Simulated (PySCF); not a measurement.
Job file and geometry (Å, from GFN2-xTB) of a spin–spin coupling run on `c1(Br)cn(C=C)nn1`, C₄H₄BrN₃, PySCF 2.14.0, density-fitted response routines, B3LYP/pcJ-1 Br:pcSseg-1 indirect spin-spin coupling, non-relativistic, gas phase; density fitting, a coarse starting grid and PySCF grid level 2 are the driver's defaults:

```
$ OMP_NUM_THREADS=1 python probes_run.py task.json out

{"job": {"kind": "j", "xc": "B3LYP", "basis": "pcJ-1"}, "charge": 0, "multiplicity": 1}
C     -2.096802     0.599237     0.346330
C     -1.384198    -0.342554    -0.249190
N      0.004110    -0.403071    -0.261970
C      0.929406     0.423356     0.287033
C      2.129525    -0.157437    -0.064050
Br     3.855685     0.427419     0.345105
N      1.879644    -1.268411    -0.785193
N      0.620603    -1.404529    -0.896122
H     -1.651878     1.418060     0.884055
H     -3.169746     0.572865     0.309033
H     -1.821641    -1.168424    -0.790712
H      0.706490     1.302803     0.849655
```

Problem. What does the program print?

Solution. 
```
coarse grid: 53304 points
cycle   1  E = -2892.8665301998  dE =  3.770e-01  |g| = 8.775e-01  |ddm| = 3.554e+00
cycle   2  E = -2892.7765604293  dE =  8.997e-02  |g| = 9.180e-01  |ddm| = 1.088e+00
cycle   3  E = -2892.8916123812  dE = -1.151e-01  |g| = 4.342e-01  |ddm| = 8.999e-01
cycle   4  E = -2892.9294818739  dE = -3.787e-02  |g| = 9.982e-02  |ddm| = 3.505e-01
cycle   5  E = -2892.9312172836  dE = -1.735e-03  |g| = 4.030e-02  |ddm| = 1.078e-01
cycle   6  E = -2892.9315938481  dE = -3.766e-04  |g| = 8.311e-03  |ddm| = 3.634e-02
cycle   7  E = -2892.9316068209  dE = -1.297e-05  |g| = 2.248e-03  |ddm| = 8.430e-03
cycle   8  E = -2892.9316078216  dE = -1.001e-06  |g| = 8.986e-04  |ddm| = 1.997e-03
final grid: 112376 points
cycle   9  E = -2892.9315706256  dE =  3.187e-07  |g| = 1.551e-03  |ddm| = 2.151e-03
cycle  10  E = -2892.9315694179  dE =  1.208e-06  |g| = 2.838e-03  |ddm| = 2.925e-03
cycle  11  E = -2892.9315711312  dE = -1.713e-06  |g| = 2.498e-04  |ddm| = 1.934e-03
cycle  12  E = -2892.9315711435  dE = -1.226e-08  |g| = 3.007e-05  |ddm| = 1.971e-04
cycle  13  E = -2892.9315711436  dE = -1.801e-10  |g| = 8.594e-06  |ddm| = 3.286e-05
converged SCF energy = -2892.9315711436

Indirect spin-spin couplings (Hz)
  i      j    bonds     total        FC       PSO       DSO        SD
  0 C    1 C    1     86.666    95.787    -9.306     0.185         -
  0 C    2 N    2     -0.304    -0.655     0.236    -0.000     0.116
  0 C    3 C    3      1.729     1.705     0.005     0.019         -
  0 C    4 C    4     -0.276    -0.294     0.056    -0.037         -
  0 C    6 N    4     -0.422     0.118    -0.174     0.035    -0.402
  0 C    7 N    3     -2.278    -1.562    -0.294     0.035    -0.456
  0 C    8 H    1    162.482   161.280     0.544     0.657         -
  0 C    9 H    1    175.154   174.111     0.456     0.587         -
  0 C   10 H    2      2.671     4.034    -0.818    -0.545         -
  0 C   11 H    4      0.258     0.341    -0.279     0.196         -
  1 C    2 N    1    -20.486   -21.679     1.725    -0.138    -0.394
  1 C    3 C    2      3.711     3.930    -0.189    -0.030         -
  1 C    4 C    3      1.876     1.733     0.204    -0.061         -
  1 C    6 N    3     -0.285    -0.433    -0.026     0.045     0.129
  1 C    7 N    2     -8.533    -8.889     0.199    -0.002     0.160
  1 C    8 H    2     -5.054    -3.344    -1.266    -0.445         -
  1 C    9 H    2      4.685     6.399    -1.289    -0.425         -
  1 C   10 H    1    187.925   187.014    -0.088     0.999         -
  1 C   11 H    3      0.510     0.690    -0.123    -0.057         -
  2 N    3 C    1    -16.717   -20.060     3.815    -0.151    -0.321
  2 N    4 C    2    -15.824   -14.918    -0.488    -0.050    -0.368
  2 N    6 N    2     -0.969     0.120    -1.285    -0.000     0.196
  2 N    7 N    1    -17.196   -13.843    -3.545     0.058     0.134
  2 N    8 H    3     -3.509    -3.618     0.147    -0.058     0.020
  2 N    9 H    3     -7.713    -7.753    -0.074     0.157    -0.042
  2 N   10 H    2     -2.487    -2.756     0.272    -0.010     0.007
  2 N   11 H    2     -5.224    -5.693     0.409     0.061    -0.001
  3 C    4 C    1     87.183    93.580    -6.820     0.424         -
  3 C    6 N    2      1.087     0.296     0.258    -0.005     0.538
  3 C    7 N    2     -1.018    -1.017     1.158     0.007    -1.166
  3 C    9 H    4     -0.175    -0.189     0.291    -0.276         -
  3 C   10 H    3      4.802     4.871     0.437    -0.506         -
  3 C   11 H    1    207.335   206.294    -0.211     1.251         -
  4 C    6 N    1     14.640    10.008     5.317    -0.160    -0.525
  4 C    7 N    2      5.999     5.850    -0.150    -0.013     0.311
  4 C    8 H    5      0.173     0.035     0.163    -0.025         -
  4 C   10 H    4      0.482     0.489     0.281    -0.288         -
  4 C   11 H    2      8.522     9.184    -0.585    -0.077         -
  6 N    7 N    1    -19.584   -14.845    -5.164     0.044     0.381
  6 N   10 H    4      0.166     0.054    -0.043     0.139     0.016
  6 N   11 H    3     -1.362    -1.495    -0.139     0.234     0.038
  7 N   10 H    3     -1.583    -1.776     0.318    -0.130     0.005
  7 N   11 H    3     -0.038    -0.264     0.016     0.257    -0.047
  8 H    9 H    2     -3.477    -3.787     3.812    -3.503         -
  8 H   10 H    3     17.526    17.952     2.784    -3.209         -
  8 H   11 H    5      0.325     0.005    -2.389     2.708         -
  9 H   10 H    3     11.124    11.461     0.312    -0.649         -
 10 H   11 H    4     -0.492    -0.453     1.813    -1.852         -
```

Size and cost of the density-fitted run: 270 basis functions, 58 s wall time on 1 thread of an Intel Xeon 6975P-C, shared host; peak memory 1.1 GiB.
